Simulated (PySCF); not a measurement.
# Electronic structure of Tl⁺ (thallium, charge +1) at the UHF level

Configuration: [Xe] 4f14 5d10 6s2, closed-shell 1S. All numbers are calculated (PySCF 2.14, a scalar-relativistic core potential, in def2-TZVP with the def2 core potential (60 electrons) (6s5p3d2f, 50 functions)).

- Total energy: -171.330783 hartree
- One-electron energy: -295.9788 hartree
- Hartree (Coulomb) energy: 138.4455 hartree
- Exchange energy: -13.7975 hartree
- ⟨S²⟩: 0.0000
- ⟨L²⟩: 0.000
- Sum of ⟨r⟩: 26.89 bohr
- Sum of ⟨r²⟩: 44.99 bohr²
- Time after the integrals: 0.27 s of wall time on 1 thread of Intel(R) Xeon(R) Platinum 8259CL CPU @ 2.50GHz (shared host)

```csv
shell,electrons,mean orbital energy (eV),"rms radius, mean of both spins (bohr)"
5s,2,-160.81,0.952
5p,6,-101.63,1.09
5d,10,-30.147,1.48
6s,2,-18.722,2.65
```

Energies and moments cover only the electrons outside the core potential. Spin-orbit coupling, which splits the p, d and f shells strongly at this Z, is absent.
